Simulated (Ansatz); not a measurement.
H$_{5}$BN (SMILES B[NH3+]), charge +1, singlet, at a GFN2-xTB geometry. Base run: HF/def2-SVP (Ansatz, a program for electronic structure).

Ansatz was given this input:
Ansatz 0.2 input:
```yaml
crystal:
  periodic: [false, false, false]
  atoms:
    - {symbol: B, position_ang: [0.88263881, 0.09284034, -0.00737737]}
    - {symbol: N, position_ang: [-0.61601020, -0.06784319, -0.00947475]}
    - {symbol: H, position_ang: [1.53748945, -0.85254254, 0.17141440]}
    - {symbol: H, position_ang: [1.32021174, 1.16097305, -0.15667069]}
    - {symbol: H, position_ang: [-0.93054469, 0.07651970, 0.96132550]}
    - {symbol: H, position_ang: [-0.92796378, -1.00605227, -0.28786176]}
    - {symbol: H, position_ang: [-1.10031533, 0.63180265, -0.58499732]}
basis:
  gaussian:
    orbitals: def2-SVP
hamiltonian:
  xc: hf
total_charge: 1
```

The bond that is stretched is that between atoms 5 and 2. A test that says stable can miss a lower solution.

Each row names what was changed in the base input (with any setting that the change needs).

```
change                                                           ΔE vs base (mEh)  <S^2>            stability test says
---------------------------------------------------------------  ----------------  -----  -----------------------------
base                                                                        0.000  0.000  minimum (restricted orbitals)
spin_polarized = on; lower_state_search = off                               0.000  0.000       undecided (no full test)
spin_polarized = on; lower_state_search = standard                          0.000  0.000                        minimum
bond × 1.25                                                                35.411  0.000  minimum (restricted orbitals)
spin_polarized = on; lower_state_search = off; bond × 1.25                 35.411  0.000       undecided (no full test)
spin_polarized = on; lower_state_search = standard; bond × 1.25            35.411  0.000                        minimum
bond × 1.5                                                                 91.281  0.000  minimum (restricted orbitals)
spin_polarized = on; lower_state_search = off; bond × 1.5                  91.281  0.000       undecided (no full test)
spin_polarized = on; lower_state_search = standard; bond × 1.5             91.281  0.000                        minimum
bond × 1.8                                                                  152.2  0.000  minimum (restricted orbitals)
spin_polarized = on; lower_state_search = off; bond × 1.8                   152.2  0.000       undecided (no full test)
spin_polarized = on; lower_state_search = standard; bond × 1.8              139.3  0.515                        minimum
bond × 2.2                                                                  213.1  0.000  minimum (restricted orbitals)
spin_polarized = on; lower_state_search = off; bond × 2.2                   213.1  0.000       undecided (no full test)
spin_polarized = on; lower_state_search = standard; bond × 2.2              160.9  0.858                        minimum
bond × 3.0                                                                  279.2  0.000  minimum (restricted orbitals)
spin_polarized = on; lower_state_search = off; bond × 3.0                   279.2  0.000       undecided (no full test)
spin_polarized = on; lower_state_search = standard; bond × 3.0              169.4  0.997                        minimum
```

Where a bond breaks into two radicals, a solution with restricted orbitals usually stops being the lowest and lies too high; an unrestricted one lies lower at the price of spin contamination, which <S^2> shows.
